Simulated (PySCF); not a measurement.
## Worked example: chemical shift, span and skew from a shielding tensor

Mg(F)(SH) (FHMgS), SMILES [F][Mg][SH]. Atoms are numbered in the order given.

```xyz
4

Mg     0.0097    -0.6086     0.0000
F     -0.0110    -2.3632     0.0000
S      0.0780     1.6744     0.0000
H     -1.2640     1.7825     0.0000
```

The structure is a stationary point at B3LYP-D3(BJ)/def2-TZVP. Other conformers were not sampled.

GIAO shieldings from PySCF with PBE0/pcSseg-2, non-relativistic, no solvent. The symmetric part of the tensor of F2 has the principal values 363.4, 368.7, 483.5 ppm. The same nucleus in CFCl3 has σ = 165.8 ppm at this level (PySCF, at its B3LYP-D3(BJ)/def2-TZVP geometry).

Problem. Work out the isotropic shielding, the ¹⁹F shift against CFCl3, the span and the skew.

Solution. 
σ(iso) = (σ11 + σ22 + σ33)/3 = 405.2 ppm. δ = σ(ref) − σ(iso) = 165.8 − (405.2) = -239.4 ppm.
Span Ω = σ33 − σ11 = 120.1 ppm. Skew κ = 3(σ(iso) − σ22)/Ω = 0.91. Tumbling in solution averages the tensor to δ; in a static solid the shielding alone would spread this spin-1/2 line over Ω.
